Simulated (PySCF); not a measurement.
CH₂Cl (SMILES [CH2]Cl), doublet, geometry from GFN2-xTB; PBE0/6-31G in PySCF.

Here is a job for PySCF.
```python
from pyscf import gto, scf, dft

mol = gto.M(
    atom='''
C     0.00128034   -0.21316871   -1.07804677
Cl   -0.00067229    0.11193254    0.56607046
H     0.94272613   -0.30818573   -1.57707968
H    -0.93897920   -0.31565514   -1.57783752
''',
    basis='6-31g',
    spin=1,
    verbose=4,
    symmetry=True,
    symmetry_subgroup='C2',
)

mf = dft.UKS(mol)
mf.xc = 'pbe0'
mf.kernel()
mf.analyze()
```

The log (banner, timings and long lists left out):

```
PySCF version 2.14.0

[INPUT] verbose = 4
[INPUT] num. atoms = 4
[INPUT] num. electrons = 25
[INPUT] charge = 0
[INPUT] spin (= nelec alpha-beta = 2S) = 1
[INPUT] symmetry True subgroup C2
[INPUT] Mole.unit = angstrom
[INPUT] Symbol           X                Y                Z      unit          X                Y                Z       unit  Magmom
[...]
nuclear repulsion = 45.986356779626
point group symmetry = C2v, use subgroup C2
symmetry origin: [ 3.02356180e-09  3.77945225e-09 -5.32907052e-17]
symmetry axis x: [-0.00381593  0.98099745 -0.1939831 ]
symmetry axis y: [9.99992041e-01 3.96945693e-03 4.02731689e-04]
symmetry axis z: [-0.00116509  0.19398001  0.98100479]
num. orbitals of irrep A = 14
num. orbitals of irrep B = 12
number of shells = 16
number of NR pGTOs = 76
number of NR cGTOs = 26
basis = 6-31g
ecp = {}

******** <class 'pyscf.dft.uks_symm.SymAdaptedUKS'> ********
method = SymAdaptedUKS
initial guess = minao
damping factor = 0
level_shift factor = 0
DIIS = <class 'pyscf.scf.diis.CDIIS'>
diis_start_cycle = 1
diis_space = 8
diis_damp = 0
SCF conv_tol = 1e-09
SCF conv_tol_grad = None
SCF max_cycles = 50
direct_scf = True
direct_scf_tol = 1e-13
number electrons alpha = 13  beta = 12
XC library pyscf.dft.libxc version 7.1.2
    S. Lehtola, C. Steigemann, M. J. T. Oliveira, and M. A. L. Marques,  SoftwareX 7, 1–5 (2018)
XC functionals = pbe0
    C. Adamo and V. Barone,  J. Chem. Phys. 110, 6158 (1999)
    M. Ernzerhof and G. E. Scuseria,  J. Chem. Phys. 110, 5029 (1999)
radial grids:
    Treutler-Ahlrichs [JCP 102, 346 (1995); DOI:10.1063/1.469408] (M4) radial grids

becke partition: Becke, JCP 88, 2547 (1988); DOI:10.1063/1.454033
pruning grids: <function nwchem_prune>
grids dens level: 3
symmetrized grids: True
atomic radii adjust function: <function treutler_atomic_radii_adjust>
small_rho_cutoff = 0
Freeze 0 electrons in irreps []
    25 free electrons in irreps A B
Set gradient conv threshold to 3.16228e-05
tot grids = 52616
init E= -499.309143896756

cycle= 1 E= -499.179339710678  delta_E= 0.13  |g|= 0.0779  |ddm|= 1.38
cycle= 2 E= -499.183132609336  delta_E= -0.00379  |g|= 0.0519  |ddm|= 0.275
cycle= 3 E= -499.184807120192  delta_E= -0.00167  |g|= 0.0209  |ddm|= 0.102
cycle= 4 E= -499.185081298479  delta_E= -0.000274  |g|= 0.00571  |ddm|= 0.0272
cycle= 5 E= -499.185112651312  delta_E= -3.14e-05  |g|= 0.00201  |ddm|= 0.0104
cycle= 6 E= -499.185117225763  delta_E= -4.57e-06  |g|= 0.000268  |ddm|= 0.00498
cycle= 7 E= -499.185117328881  delta_E= -1.03e-07  |g|= 2.89e-05  |ddm|= 0.000806
cycle= 8 E= -499.18511733064  delta_E= -1.76e-09  |g|= 7.93e-06  |ddm|= 0.000103
cycle= 9 E= -499.185117330702  delta_E= -6.16e-11  |g|= 7.74e-07  |ddm|= 2e-05
Extra cycle  E= -499.185117330702  delta_E=    0  |g|= 6e-07  |ddm|= 2.19e-06
converged SCF energy = -499.185117330702  <S^2> = 0.75399747  2S+1 = 2.0039935
**** SCF Summaries ****
Total Energy =                        -499.185117330702099
Nuclear Repulsion Energy =              45.986356779625950
One-electron Energy =                 -778.568011130422747
Two-electron Energy =                  233.396537020094627
Two-electron Coulomb Energy =          267.612474630905240
DFT Exchange-Correlation Energy =      -34.215937610810627
Wave-function symmetry = B
alpha occupancy for each irrep:      A    B
                                     7    6
beta  occupancy for each irrep:      A    B
                                     7    5
**** MO energy ****
alpha MO #1 (A #1), energy= -101.71377931594 occ= 1
alpha MO #2 (A #2), energy= -10.2914936328071 occ= 1
alpha MO #3 (A #3), energy= -9.5488480188715 occ= 1
alpha MO #4 (A #4), energy= -7.28346182858111 occ= 1
alpha MO #5 (B #1), energy= -7.27532696780479 occ= 1
alpha MO #6 (B #2), energy= -7.27232990498267 occ= 1
alpha MO #7 (A #5), energy= -0.927992943608125 occ= 1
alpha MO #8 (A #6), energy= -0.682048905702789 occ= 1
alpha MO #9 (B #3), energy= -0.498049273941586 occ= 1
alpha MO #10 (A #7), energy= -0.460525494438802 occ= 1
alpha MO #11 (B #4), energy= -0.400505806536587 occ= 1
alpha MO #12 (B #5), energy= -0.329010407952713 occ= 1
alpha MO #13 (B #6), energy= -0.227580547562449 occ= 1
alpha MO #14 (A #8), energy= 0.0634852335523256 occ= 0
alpha MO #15 (A #9), energy= 0.147047641116232 occ= 0
alpha MO #16 (B #7), energy= 0.174975524327259 occ= 0
alpha MO #17 (A #10), energy= 0.415277156016036 occ= 0
alpha MO #18 (B #8), energy= 0.461668826212543 occ= 0
alpha MO #19 (A #11), energy= 0.462818504162982 occ= 0
alpha MO #20 (B #9), energy= 0.466423861868739 occ= 0
alpha MO #21 (B #10), energy= 0.557072976442399 occ= 0
alpha MO #22 (A #12), energy= 0.563399911061509 occ= 0
alpha MO #23 (B #11), energy= 0.669104196540022 occ= 0
alpha MO #24 (A #13), energy= 0.876215006585487 occ= 0
alpha MO #25 (B #12), energy= 0.969164016354613 occ= 0
alpha MO #26 (A #14), energy= 0.976295579364757 occ= 0
beta  MO #1 (A #1), energy= -101.712895234235 occ= 1
beta  MO #2 (A #2), energy= -10.2757586555965 occ= 1
beta  MO #3 (A #3), energy= -9.54800971371056 occ= 1
beta  MO #4 (A #4), energy= -7.28369696227829 occ= 1
beta  MO #5 (B #1), energy= -7.27181095526861 occ= 1
beta  MO #6 (B #2), energy= -7.2717465926882 occ= 1
beta  MO #7 (A #5), energy= -0.913181970998262 occ= 1
beta  MO #8 (A #6), energy= -0.646336632490602 occ= 1
beta  MO #9 (B #3), energy= -0.48743497491287 occ= 1
beta  MO #10 (A #7), energy= -0.452161210376184 occ= 1
beta  MO #11 (B #4), energy= -0.364559400573687 occ= 1
beta  MO #12 (B #5), energy= -0.32648083268854 occ= 1
beta  MO #13 (B #6), energy= -0.0514608019176928 occ= 0
beta  MO #14 (A #8), energy= 0.0858611297713628 occ= 0
beta  MO #15 (A #9), energy= 0.156873516995632 occ= 0
beta  MO #16 (B #7), energy= 0.180045068602427 occ= 0
beta  MO #17 (A #10), energy= 0.41814189116962 occ= 0
beta  MO #18 (A #11), energy= 0.465777016181737 occ= 0
beta  MO #19 (B #8), energy= 0.467784650406556 occ= 0
beta  MO #20 (B #9), energy= 0.473103649850288 occ= 0
beta  MO #21 (A #12), energy= 0.576929718386688 occ= 0
beta  MO #22 (B #10), energy= 0.630473012275088 occ= 0
beta  MO #23 (B #11), energy= 0.679744546184163 occ= 0
beta  MO #24 (A #13), energy= 0.893356736069602 occ= 0
beta  MO #25 (B #12), energy= 0.971492995285968 occ= 0
beta  MO #26 (A #14), energy= 1.00291809497162 occ= 0
 ** Mulliken pop alpha/beta on meta-lowdin orthogonal AOs **
 ** Mulliken pop       alpha | beta **
[...]
In total            13.00000 | 12.00000
 ** Mulliken atomic charges   ( Nelec_alpha | Nelec_beta ) **
charge of  0C =     -0.30096  (     3.63458      2.66639 )
charge of  1Cl =      0.01295  (     8.54081      8.44624 )
charge of  2H =      0.14401  (     0.41231      0.44369 )
charge of  3H =      0.14401  (     0.41231      0.44369 )
Dipole moment(X, Y, Z, Debye):  0.00155, -0.25862, -1.30790
```
